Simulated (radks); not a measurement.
Problem. The table gives one normalised radial function P(r) = r R(r) (large component) of W in [Xe] 4f14 5d4 6s1 6d1 (r in bohr). Method: Dirac Kohn-Sham, BLYP, spin-unpolarised, spherical densities, finite nucleus; open shells fill j = l - 1/2 first; Fermi nuclear charge, rms radius 5.3658 fm; computed with a radial shooting solver on a logarithmic mesh with Libxc functionals.

r	P
0.001141	0.0000
0.001609	0.0000
0.002269	0.0000
0.003201	0.0000
0.004516	0.0000
0.006421	0.0000
0.009057	0.0001
0.01278	0.0002
0.01802	0.0007
0.02542	0.0023
0.03614	0.0078
0.05099	0.0240
0.07192	0.0680
0.1014	0.1728
0.1431	0.3823
0.2019	0.7122
0.287	1.0867
0.4049	1.2920
0.5711	1.1929
0.8056	0.8615
1.136	0.4859
1.603	0.2083
2.279	0.0625
3.215	0.0126
4.535	0.0014
6.397	0.0001
9.023	0.0000
12.73	0.0000
18.1	0.0000
25.53	0.0000
36.01	0.0000

Which n and l does it have? It may be an empty orbital.

Solution. n = 4, l = 3: the number of nodes gives n - l - 1 = 0, the rise at small r points to l (this Dirac orbital starts outside the nucleus as r^gamma with gamma = sqrt((l + 1)^2 - (Z/c)^2) = 3.96; the j = 7/2 orbital of l + 1 starts with the same power, but with a smaller coefficient, and then steepens), and the extent must fit the shell. The curve is that of 4f7/2; the two j differ most near the nucleus, where j = l - 1/2 has the larger amplitude, and in heavy atoms j = l - 1/2 is also the more compact. 4f7/2: eigenvalue -35.880 eV, 0 radial nodes, <r> = 0.613 bohr, 90 % of the charge inside 1.02 bohr.
